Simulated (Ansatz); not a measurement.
Gas-phase electronic energies from Ansatz, PBE0-D4/def2-TZVP geometries. CCSD(T)/CBS is the MP2 limit (def2-TZVPP, def2-QZVPP) plus CCSD(T) − MP2 in def2-TZVPP, frozen cores. This one scheme is used for every species. Functionals use def2-TZVPP. Each species was taken in one conformer, which may not be the lowest.

`N[SiH2][S][AlH2]` + `CNC` → `C[N](C)[AlH2]` + `N[SiH2]S`  (ligand exchange at the Al–S bond)

`N[SiH2][S][AlH2]`:

```xyz
10

N    -1.643    0.328    0.502
Si   -0.574   -1.005    0.480
S     0.767   -1.169   -1.203
Al    1.845    0.693   -0.910
H    -1.309    1.231    0.799
H    -2.373    0.414   -0.187
H     0.229   -0.929    1.724
H    -1.373   -2.251    0.415
H     2.975    1.077   -1.944
H     1.457    1.611    0.324
```

`CNC`:

Cartesian coordinates in Å:
```
C -0.501 0.843 -0.706
N 0.421 0.461 0.338
C 0.285 -0.924 0.725
H -0.321 1.878 -1.002
H -1.526 0.781 -0.328
H -0.445 0.209 -1.608
H 1.370 0.643 0.041
H -0.698 -1.080 1.180
H 1.038 -1.178 1.474
H 0.376 -1.635 -0.114
```

`C[N](C)[AlH2]`:

Z-matrix (Å, degrees):
```
C
N 1 1.443
H 1 1.093 2 110.8
H 1 1.099 2 111.6 3 120.1
H 1 1.099 2 111.5 3 -120.1
C 2 1.443 1 112.3 3 180.0
Al 2 1.772 1 123.8 3 -0.0
H 6 1.099 2 111.6 1 -59.9
H 6 1.093 2 110.8 1 -180.0
H 6 1.099 2 111.5 1 59.9
H 7 1.584 2 117.4 1 180.0
H 7 1.584 2 117.4 1 0.0
```

`N[SiH2]S`:

Cartesian coordinates in Å:
```
N -0.037 0.461 1.354
Si -0.129 0.286 -0.340
S 0.117 -1.766 -0.936
H -0.876 0.522 1.905
H 0.740 0.107 1.887
H 0.938 1.041 -1.044
H -1.464 0.809 -0.723
H 0.710 -1.461 -2.103
```

CCSD(T)/CBS gives +8.2 kcal/mol.

**Question.** Another level gave +7.1 kcal/mol. Which?
A. PBE0/def2-TZVPP
B. BHLYP-D4/def2-TZVPP
C. SCS-MP2/def2-TZVPP
D. BLYP/def2-TZVPP

**Answer.** C. SCS-MP2/def2-TZVPP 7.1, PBE0 9.4, BLYP 6.1, BHLYP-D4 8.2 kcal/mol.

Largest T1 diagnostic among the species: 0.012.

Leaving LDA and LC-ωPBE aside and taking each functional with its dispersion term where it has one, the values, not all of them listed here, spread over 3.5 kcal/mol, from BLYP-D4 to HSE06-D4. LDA lies −1.8 kcal/mol from PBE without D4. In def2-TZVPP, CCSD(T) changes the Hartree–Fock value by −1.8 kcal/mol (the triples alone add +0.0 kcal/mol) and MP2 by −1.4 kcal/mol.
